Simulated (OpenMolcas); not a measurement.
**Levels of Cl6+ by method**

```yaml
Program: OpenMolcas
Basis: ANO-RCC-VQZP [6s5p3d2f1g]
Scalar_Hamiltonian: DKH2, point nucleus
Active_space: 1 electron in 4 orbitals (3s 3p)
State_averaging: 2S+1 = 2 even, 1 root; 2S+1 = 2 odd, 3 roots
Spin-orbit_coupling: state interaction with AMFI integrals over the reference wave functions, term energies averaged over their components
```

Methods on the same reference wave functions:
A. CASSCF
B. SS-CASPT2, IPEA 0.25 Eh, imaginary shift 0.1 Eh (closed shells correlated: 2s 2p)

Energies in cm⁻¹ above 3s ²S_1/2, the measured ground level; measured values from Moore, Atomic Energy Levels, vol. I, NSRDS-NBS 35 (1971 reprint of NBS Circular 467, 1949).

```json
{"Level": "3s ²S_1/2", "A": "0.0", "B": "0.0", "Measured": "0.0"}
{"Level": "3p ²P°_1/2", "A": "123048", "B": "123338", "Measured": "123001"}
{"Level": "3p ²P°_3/2", "A": "124745", "B": "125035", "Measured": "124891"}
```

Deviations, from unrounded energies. A percentage is the sum of absolute deviations over the sum of measured energies, with the sign that they share, or ± where signs differ.

```csv
Against measurement,Levels,A,B
mean absolute deviation (cm-1),2,96,240
other configurations (%),2,±0.1,+0.2
```

A lies closest to measurement on these levels. The largest miss of A in the table is 3p ²P°_3/2, by -150 cm-1. The ranking rests on the paired levels alone, and a cruder setting can come out closer through cancelling errors.

The lowest spin-free term lies below A's lowest term by 0.043 hartree in B.

With one active electron the reference holds no correlation, so core polarisation is missing (holds for A). With one active electron, CASPT2 adds the correlation within the correlated inactive shells and between them and that electron, and leaves the splitting within a term as the reference gives it (holds for B). Measured partners are found by configuration, term and J. A level has none where our copy of the source lacks it or the pairing is in doubt (some pairs that miss far off the trend of their configuration count as doubtful), and it then counts in no deviation. Levels of configurations outside the active space are missing.

° marks odd parity.
